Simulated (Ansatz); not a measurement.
F₂S, charge +1, doublet, geometry from GFN2-xTB (a state made from the parent by changing its charge; the spin is typed, not shown lowest); BLYP/cc-pVTZ run with Ansatz (a program for electronic structure).

Here is a job for Ansatz.
Ansatz 0.2 input:
```yaml
crystal:
  periodic: [false, false, false]
  atoms:
    - {symbol: F, position_ang: [-1.17981570, -0.48783370, -0.00301036]}
    - {symbol: S, position_ang: [-0.00398359, 0.53886100, -0.00620045]}
    - {symbol: F, position_ang: [1.18689763, -0.47014141, 0.01403339]}
basis:
  gaussian:
    orbitals: cc-pVTZ
    final_grid: {core_spheres: 10, valence_spheres: 20, degree: 41}
hamiltonian:
  xc: blyp
total_charge: 1
magnetization: {spin_polarized: true, initial_magnetization: 1}
```

Task: Write the output that Ansatz gives for this input, abridged.

Result: 
```
Functional definition: BLYP
560 factors; their error is unknown
mean field evaluation 1: about -16245.7238 eV, gradient 7.4e1 eV
mean field evaluation 2: about -16119.7171 eV, gradient 2.0e2 eV
mean field evaluation 4: about -16260.0217 eV, gradient 9.6e0 eV
mean field evaluation 8: about -16260.3448 eV, gradient 1.1e-1 eV
mean field evaluation 16: about -16260.3448 eV, gradient 1.3e-5 eV
mean field -16260.34479210 eV, -597.5566494520 hartree, gradient 1.3e-5 eV, S^2 0.752719; 0 other end points of the search recorded, 0 dependent functions left out
reference -16260.34498491 eV, -597.5566565377 hartree; 17, 16 occupied and 77, 78 virtual orbitals, 560 factors
Total energy: -16260.34498491 eV, -597.5566565377 hartree
```
